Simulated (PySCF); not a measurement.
Species: C4H11ClSi2.
Atom-mapped SMILES: `[Cl:1][CH2:2][Si@@H:3]1[CH2:4][CH2:5][CH2:6][SiH2:7]1` (hydrogens: H8, H9 on C2; H10 on Si3; H11, H12 on C4; H13, H14 on C5; H15, H16 on C6; H17, H18 on Si7)

Computed, not measured: PySCF 2.14.0, PBE0-D3(BJ)/def2-SVP geometry optimisation, gas phase.

What internal coordinates does the optimisation give?

```tsv
bond	length (Å)
Cl1–C2	1.796
C2–Si3	1.902
Si3–C4	1.905
C4–C5	1.537
C5–C6	1.536
C6–Si7	1.905
Si3–Si7	2.341
C2–H8	1.100
C2–H9	1.099
Si3–H10	1.498
C4–H11	1.101
C4–H12	1.104
C5–H13	1.105
C5–H14	1.104
C6–H15	1.104
C6–H16	1.101
Si7–H17	1.494
Si7–H18	1.498
```

A selection of angles:
```tsv
angle	degrees
Cl1–C2–Si3	108.7
Cl1–C2–H8	107.6
Cl1–C2–H9	107.5
Si3–C2–H8	112.6
Si3–C2–H9	112.1
H8–C2–H9	108.1
C2–Si3–C4	110.8
C2–Si3–Si7	112.9
C2–Si3–H10	108.4
C4–Si3–Si7	93.6
C4–Si3–H10	113.2
Si7–Si3–H10	117.4
Si3–C4–C5	109.8
Si3–C4–H11	112.5
Si3–C4–H12	106.1
C5–C4–H11	111.7
C5–C4–H12	109.5
H11–C4–H12	107.0
C4–C5–C6	112.0
C4–C5–H13	109.4
C4–C5–H14	110.1
C6–C5–H13	109.3
C6–C5–H14	110.3
H13–C5–H14	105.7
C5–C6–Si7	108.3
C5–C6–H15	109.8
C5–C6–H16	111.7
Si7–C6–H15	107.6
Si7–C6–H16	112.4
H15–C6–H16	107.1
C6–Si7–H17	114.2
C6–Si7–H18	110.9
Si3–Si7–C6	92.3
Si3–Si7–H17	117.3
Si3–Si7–H18	112.7
H17–Si7–H18	108.6
```

Torsions: Cl1–C2–Si3–C4 56° (synclinal); C2–Si3–C4–C5 -136° (anticlinal); Si3–C4–C5–C6 49° (synclinal); C4–C5–C6–Si7 -55° (synclinal); C5–C6–Si7–Si3 32° (synclinal); C2–Si3–Si7–C6 108° (anticlinal).

Of the pairs four or more bonds apart, Cl1···H12 is among the closest relative to their van der Waals radii: 2.95 Å, 100 % of the sum of Bondi's values. Si3 (SiH silicon) has angles from 93.6° to 117.4°. The 5-membered ring Si3–C4–C5–C6–Si7 has internal angles of 92.3° to 112.0°; it is puckered, 0.21 Å rms from its mean plane, widest ring torsion 55°. Si7 (SiH2 silicon) has angles from 92.3° to 117.3°. All 3 C–Si bonds measure 1.902 to 1.905 Å.

Point group: C1 (no symmetry element, even within 0.4 Å). Whether it is a minimum is left open (no frequencies). One conformer, not necessarily the lowest.
